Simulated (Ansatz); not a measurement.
Mulliken charges of C2H5AlBN, SMILES `B[C]1=C[NH][AlH]1` from PBE/def2-TZVPP in Ansatz (PBE0-D4/def2-TZVP geometry).

| atom | x (Å) | y (Å) | z (Å) | charge (e) |
| --- | --- | --- | --- | --- |
| B1 | -1.253 | 0.577 | -1.419 | -0.174 |
| C2 | -0.144 | 0.243 | -0.479 | -0.148 |
| C3 | -0.315 | -0.471 | 0.702 | 0.123 |
| N4 | 0.821 | -0.674 | 1.423 | -0.244 |
| Al5 | 1.689 | 0.265 | 0.081 | 0.302 |
| H6 | -2.376 | 0.217 | -1.162 | -0.020 |
| H7 | -1.076 | 1.195 | -2.433 | -0.014 |
| H8 | -1.273 | -0.859 | 1.062 | 0.095 |
| H9 | 0.792 | -1.179 | 2.290 | 0.143 |
| H10 | 3.218 | 0.636 | -0.062 | -0.062 |

By hand: the dipole of these point charges (1 e Å = 4.8032 D).

Σ q r = (0.366, -0.261, 0.571) e Å, of length 0.727 e Å = 3.49 D.

How does the dipole of the full density compare? (Best estimate.)

Computed: (0.503, -0.281, 0.651) e Å, 4.18 D; the point charges give 0.83 times that, at 5° from its direction.

Point charges leave out the atoms' own dipoles, such as those of lone pairs, and Mulliken's split depends on the basis, so the two needn't agree.
